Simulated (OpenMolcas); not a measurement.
A ladder of methods for InHCl2O (SMILES [OH][In]([Cl])[Cl])

The species is InHCl2O (5 atoms), meant as a singlet with charge 0. SMILES: `[OH][In]([Cl])[Cl]`. The coordinates come from a PBE0-D4/def2-TZVP relaxation.

| atom | x (Å) | y (Å) | z (Å) |
| --- | --- | --- | --- |
| O | -0.3478 | 1.5102 | -0.1372 |
| In | -0.0879 | -0.4329 | -0.1008 |
| Cl | 1.7226 | -1.3206 | 1.0199 |
| Cl | -1.5806 | -1.8016 | -1.1706 |
| H | 0.3436 | 1.9712 | 0.3472 |

Each level gives the vertical ionisation energy (to the doublet cation) (eV). The values are calculated.

```json
{"level": "HF/def2-SVP (core potential)", "kind": "Hartree–Fock", "program": "OpenMolcas", "value (eV)": "10.11", "CPU time (all runs)": "28 s"}
{"level": "SVWN5/def2-SVP (core potential)", "kind": "LDA", "program": "OpenMolcas", "value (eV)": "10.67", "CPU time (all runs)": "3.3 min"}
{"level": "PBE/def2-SVP (core potential)", "kind": "GGA", "program": "OpenMolcas", "value (eV)": "10.48", "CPU time (all runs)": "3 min"}
{"level": "revPBE/def2-SVP (core potential)", "kind": "GGA", "program": "OpenMolcas", "value (eV)": "10.67", "CPU time (all runs)": "2.6 min"}
{"level": "M06-L/def2-SVP (core potential)", "kind": "meta-GGA", "program": "OpenMolcas", "value (eV)": "10.83", "CPU time (all runs)": "2.5 min"}
{"level": "B3LYP/def2-SVP (core potential)", "kind": "global hybrid", "program": "OpenMolcas", "value (eV)": "11.02", "CPU time (all runs)": "1.9 min"}
{"level": "BHLYP/def2-SVP (core potential)", "kind": "global hybrid", "program": "OpenMolcas", "value (eV)": "11.30", "CPU time (all runs)": "83 s"}
{"level": "M06-2X/def2-SVP (core potential)", "kind": "hybrid meta-GGA", "program": "OpenMolcas", "value (eV)": "11.63", "CPU time (all runs)": "2.4 min"}
```

Spin-orbit coupling, which can split open shells on such heavy atoms by tenths of an eV, is left out. The values span 10.11 to 11.63 eV. Times are those of the runs behind each value, whatever else they computed, on shared processors of several kinds: orders of magnitude only.
